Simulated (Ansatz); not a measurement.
Reaction (homolysis of the Br–Sn bond): `[F][Sn]([F])([Br])[Br]` → Br• + `[F][Sn]([F])[Br]`•

Calculated with Ansatz (gas phase, PBE0-D4/def2-TZVP geometries, no zero-point term in ΔE). CCSD(T)/CBS is the MP2 limit (def2-TZVPP, def2-QZVPP) plus CCSD(T) − MP2 in def2-TZVPP, frozen cores. DFT in def2-TZVPP. Open shells (•) are unrestricted, without spin–orbit coupling. Spin–orbit coupling would lower the free atoms: clearly for Br. def2 core potentials past Kr. For Br, Sn outer-core shells are correlated without core-valence functions, so the limit isn't a true one: a few kJ/mol of doubt a bond, and 10 to 20 or more in all where bonds break to atoms. Scalar relativity is left out up to krypton.

What is ΔE at CCSD(T)/CBS? (Best estimate.)

Computed: +80.2 kcal/mol.

What do these levels give: LDA (SPW92), RPA@PBE/def2-TZVPP, HF/def2-TZVPP, MP2/def2-QZVPP, SCS-MP2/def2-QZVPP, HF/CBS(def2)? (An estimate is asked.)

Ansatz gave: LDA (SPW92) 83.4, RPA@PBE/def2-TZVPP 65.4, HF/def2-TZVPP 53.3, MP2/def2-QZVPP 82.4, SCS-MP2/def2-QZVPP 79.6, HF/CBS(def2) 53.5 kcal/mol.

Largest T1 diagnostic among the species: 0.016.

From PBE to PBE0 (25 % exact exchange), in def2-TZVPP and without D4, ΔE moves by +2.0 kcal/mol. The D4 term adds +2.9 kcal/mol with B3LYP and +1.6 kcal/mol with PBE0; it sums over pairs of atoms, weighted by their polarisabilities, and B3LYP, whose exchange is more repulsive, gets the larger term. At CCSD(T), def2-SVP lies −9.5 kcal/mol from the extrapolated value and def2-TZVPP −5.8 kcal/mol: correlation converges slowly with the basis, and small sets miss more of it in the bonded molecule than in its fragments.

B3LYP here is the variant with VWN-RPA as its local correlation; programs differ in this.
